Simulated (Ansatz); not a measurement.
# Cost against result

Saddle point of BH2ClF2, closed shell (BHF₂ ([F][BH][F]) + HCl → BClF₂ ([F][B]([F])[Cl]) + H₂; bonds formed: B1–Cl6, H2–H5; bonds broken: B1–H2, H5–Cl6), PBE0-D4/def2-TZVP structure:

```
atom    x (Å)    y (Å)    z (Å)
  B1  -0.2609   0.2221  -0.2780
  H2   1.0384   0.4459  -0.2293
  F3  -0.6026  -0.3684  -1.4106
  F4  -0.9417   1.2496   0.2004
  H5   0.8777  -0.3052   0.4913
 Cl6  -0.1109  -1.2440   1.2262
```

Barriers are electronic and count from the start structure reached by relaxing down the imaginary mode.

Computed with Ansatz 0.2.0 (basis: as named in each row); correlated methods freeze the cores. B3LYP uses VWN-RPA correlation. Extrapolation: Hartree–Fock as exp(−7.88 √X), correlation as X^−2.97.

Times are rough, for one single point on 2 threads of a shared host (Arm Neoverse V1).

The estimate by CCSD(T) at an estimated basis limit (MP2 extrapolated from triple and quadruple zeta, plus CCSD(T) − MP2 in triple zeta) is 31.15 kcal/mol.

```csv
method,basis,time (s),barrier (kcal/mol),method less estimate
HF,STO-3G,under 1,57.58,26.42
PBE-D4,STO-3G,under 1,25.30,-5.86
SPW92,def2-SVP,under 1,7.24,-23.92
PBE-D4,def2-SVP,under 1,16.50,-14.65
B3LYP-D4,6-31G,under 1,33.52,2.36
PBE0-D4,def2-SVP,under 1,21.01,-10.14
CCSD(T),def2-SVP,1,32.28,1.13
SPW92,def2-TZVPP,1,11.83,-19.33
PBE-D4,def2-TZVPP,2,20.38,-10.77
BLYP-D4,def2-TZVPP,2,26.65,-4.50
BHLYP-D4,def2-TZVPP,2,33.96,2.81
B3LYP-D4,def2-TZVPP,3,29.15,-2.01
CAM-B3LYP-D4,def2-TZVPP,3,30.46,-0.69
PBE0-D4,def2-TZVPP,3,24.31,-6.84
r2SCAN-D4,def2-TZVPP,4,22.67,-8.48
r2SCAN0-D4,def2-TZVPP,4,25.67,-5.48
wB97M-V,def2-SVP,4,24.82,-6.34
RPA on PBE,def2-TZVPP,4,32.73,1.58
PBE-QIDH,def2-TZVPP,4,28.10,-3.05
B2PLYP,def2-TZVPP,6,30.76,-0.39
B97M-V,def2-TZVPP,6,26.47,-4.68
wB97X-V,def2-TZVPP,6,30.11,-1.04
wB97M-V,def2-TZVPP,7,29.25,-1.90
MP2,def2-QZVPP,15,29.80,-1.35
CCSD(T),def2-TZVPP,20,31.96,0.80
```

All methods are single points on the PBE0-D4 structures.

The T1 diagnostic stays at or below 0.013.

Labels in which every atom is bracketed show which atoms are joined, not bond orders.
